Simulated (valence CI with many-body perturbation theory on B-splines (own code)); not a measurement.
# Energy levels of Bi⁷⁰⁺

Computed by relativistic CI+MBPT: three valence electrons over a frozen Dirac-Fock core [Ne], radial functions for each j: 11 s, 11 p, 9 d, 7 f, 5 g, 2 h, 1 i, with the one-electron correlation potential Σ1 (screened to all orders), the two-electron term Σ2, the three-electron term Σ3, Breit, model QED; selected single and double excitations, second order for the rest (own B-spline code, finite nucleus).

No measured spectrum was set against this ion. As an estimate, large intervals hold to a few tenths of a per cent, small ones and those within an open d or f shell to about a per cent.

Levels 1 to 45 of 68, with energies above the lowest level, (3s^2 3p1/2) J=1/2. "Leading %" is the weight of the configuration and term that name the level; weights of strongly mixed levels are sums over their largest components and can fall short. In the jj column 3d3/2^4 stands for four electrons in 3d with j = 3/2.

| No. | Configuration | Term | J | E (Ry) | Leading % | Leading jj | Second component |
| --- | --- | --- | --- | --- | --- | --- | --- |
| 1 | 3s²3p | ²P° | 1/2 | 0.00 | 100 | 3s^2 3p1/2 (100 %) |  |
| 2 | 3s3p² | ⁴P | 1/2 | 14.92 | 50 | 3s 3p1/2^2 (100 %) | 32 % 3s3p² ²S |
| 3 | 3s²3p | ²P° | 3/2 | 46.49 | 99 | 3s^2 3p3/2 (99 %) |  |
| 4 | 3s3p² | ⁴P | 3/2 | 58.75 | 88 | 3s 3p1/2 3p3/2 (99 %) | 9 % 3s3p² ²D |
| 5 | 3s3p² | ²D | 5/2 | 60.33 | 63 | 3s 3p1/2 3p3/2 (99 %) | 36 % 3s3p² ⁴P |
| 6 | 3s3p² | ²D | 3/2 | 61.98 | 44 | 3s 3p1/2 3p3/2 (77 %) | 29 % 3s3p² ²P |
| 7 | 3s3p² | ²P | 1/2 | 62.93 | 68 | 3s 3p1/2 3p3/2 (99 %) | 31 % 3s3p² ⁴P |
| 8 | 3s²3d | ²D | 3/2 | 66.54 | 76 | 3s^2 3d3/2 (76 %) | 15 % 3s3p² ²D |
| 9 | 3s²3d | ²D | 5/2 | 75.91 | 98 | 3s^2 3d5/2 (98 %) |  |
| 10 | 3s3p3d | ⁴F° | 3/2 | 76.29 | 42 | 3s 3p1/2 3d3/2 (68 %) | 16 % 3p³ ²P° |
| 11 | 3s3p3d | ⁴F° | 3/2 | 77.44 | 34 | 3p1/2^2 3p3/2 (50 %) | 24 % 3p³ ²P° |
| 12 | 3s3p3d | ⁴F° | 5/2 | 78.22 | 40 | 3s 3p1/2 3d3/2 (99 %) | 34 % 3s3p3d ²F° |
| 13 | 3s3p3d | ⁴D° | 1/2 | 80.53 | 55 | 3s 3p1/2 3d3/2 (100 %) | 39 % 3s3p3d ²P° |
| 14 | 3s3p3d | ⁴D° | 3/2 | 81.29 | 28 | 3s 3p1/2 3d3/2 (83 %) | 28 % 3s3p3d ²P° |
| 15 | 3s3p3d | ⁴P° | 5/2 | 88.47 | 38 | 3s 3p1/2 3d5/2 (100 %) | 32 % 3s3p3d ⁴D° |
| 16 | 3s3p3d | ⁴F° | 7/2 | 89.76 | 39 | 3s 3p1/2 3d5/2 (99 %) | 37 % 3s3p3d ²F° |
| 17 | 3s3p3d | ²F° | 5/2 | 90.61 | 50 | 3s 3p1/2 3d5/2 (99 %) | 23 % 3s3p3d ²D° |
| 18 | 3s3p3d | ²P° | 3/2 | 90.95 | 38 | 3s 3p1/2 3d5/2 (95 %) | 33 % 3s3p3d ²D° |
| 19 | 3p²3d | ²D | 3/2 | 94.74 | 42 | 3p1/2^2 3d3/2 (99 %) | 33 % 3p²3d ⁴F |
| 20 | 3s3p² | ⁴P | 5/2 | 106.17 | 58 | 3s 3p3/2^2 (91 %) | 33 % 3s3p² ²D |
| 21 | 3p²3d | ²D | 5/2 | 106.37 | 32 | 3p1/2^2 3d5/2 (90 %) | 18 % 3p²3d ⁴D |
| 22 | 3s3p² | ²S | 1/2 | 109.41 | 68 | 3s 3p3/2^2 (99 %) | 19 % 3s3p² ⁴P |
| 23 | 3s3p² | ²P | 3/2 | 110.00 | 59 | 3s 3p3/2^2 (99 %) | 31 % 3s3p² ²D |
| 24 | 3p³ | ²D° | 5/2 | 122.33 | 61 | 3p1/2 3p3/2^2 (61 %) | 16 % 3s3p3d ²D° |
| 25 | 3p³ | ⁴S° | 3/2 | 122.88 | 49 | 3p1/2 3p3/2^2 (90 %) | 41 % 3p³ ²D° |
| 26 | 3p³ | ²P° | 1/2 | 124.30 | 68 | 3p1/2 3p3/2^2 (68 %) | 17 % 3s3p3d ⁴P° |
| 27 | 3s3p3d | ⁴D° | 3/2 | 124.74 | 43 | 3s 3p3/2 3d3/2 (95 %) | 32 % 3s3p3d ⁴P° |
| 28 | 3s3p3d | ⁴P° | 1/2 | 124.93 | 65 | 3s 3p3/2 3d3/2 (85 %) | 17 % 3s3p3d ⁴D° |
| 29 | 3s3p3d | ⁴D° | 5/2 | 125.29 | 32 | 3s 3p3/2 3d3/2 (73 %) | 24 % 3p³ ²D° |
| 30 | 3s3p3d | ²F° | 7/2 | 125.35 | 42 | 3s 3p3/2 3d3/2 (97 %) | 42 % 3s3p3d ⁴F° |
| 31 | 3s3p3d | ²D° | 3/2 | 127.86 | 59 | 3s 3p3/2 3d3/2 (92 %) | 18 % 3s3p3d ⁴P° |
| 32 | 3s3p3d | ²F° | 5/2 | 128.81 | 62 | 3s 3p3/2 3d3/2 (88 %) | 11 % 3p³ ²D° |
| 33 | 3s3p3d | ²P° | 1/2 | 129.38 | 59 | 3s 3p3/2 3d3/2 (83 %) | 20 % 3s3p3d ⁴D° |
| 34 | 3s3p3d | ⁴F° | 9/2 | 133.23 | 100 | 3s 3p3/2 3d5/2 (100 %) |  |
| 35 | 3s3p3d | ²D° | 5/2 | 135.13 | 45 | 3s 3p3/2 3d5/2 (98 %) | 39 % 3s3p3d ⁴P° |
| 36 | 3s3p3d | ²F° | 7/2 | 135.80 | 50 | 3s 3p3/2 3d5/2 (98 %) | 42 % 3s3p3d ⁴D° |
| 37 | 3s3p3d | ²D° | 3/2 | 136.15 | 43 | 3s 3p3/2 3d5/2 (96 %) | 38 % 3s3p3d ²P° |
| 38 | 3s3p3d | ²F° | 7/2 | 137.52 | 70 | 3s 3p3/2 3d5/2 (99 %) | 20 % 3s3p3d ⁴D° |
| 39 | 3s3p3d | ²P° | 1/2 | 138.21 | 83 | 3s 3p3/2 3d5/2 (96 %) | 8 % 3s3p3d ⁴D° |
| 40 | 3p²3d | ²F | 5/2 | 138.92 | 48 | 3p1/2 3p3/2 3d3/2 (90 %) | 35 % 3p²3d ⁴F |
| 41 | 3s3p3d | ²P° | 3/2 | 139.18 | 74 | 3s 3p3/2 3d5/2 (99 %) | 9 % 3s3p3d ⁴P° |
| 42 | 3s3p3d | ²D° | 5/2 | 139.35 | 62 | 3s 3p3/2 3d5/2 (97 %) | 22 % 3s3p3d ²F° |
| 43 | 3p²3d | ⁴F | 3/2 | 139.62 | 41 | 3p1/2 3p3/2 3d3/2 (98 %) | 25 % 3p²3d ⁴D |
| 44 | 3p²3d | ⁴D | 1/2 | 139.87 | 80 | 3p1/2 3p3/2 3d3/2 (100 %) | 16 % 3p²3d ²P |
| 45 | 3p²3d | ²G | 7/2 | 140.30 | 54 | 3p1/2 3p3/2 3d3/2 (97 %) | 25 % 3p²3d ²F |

The ionisation energy to 3s² ¹S0 of the next ion comes out as 8947.8 eV (NIST: 8950 ± 60 eV (theoretical)). All 68 levels together are meant to be complete up to 160.56 Ry.
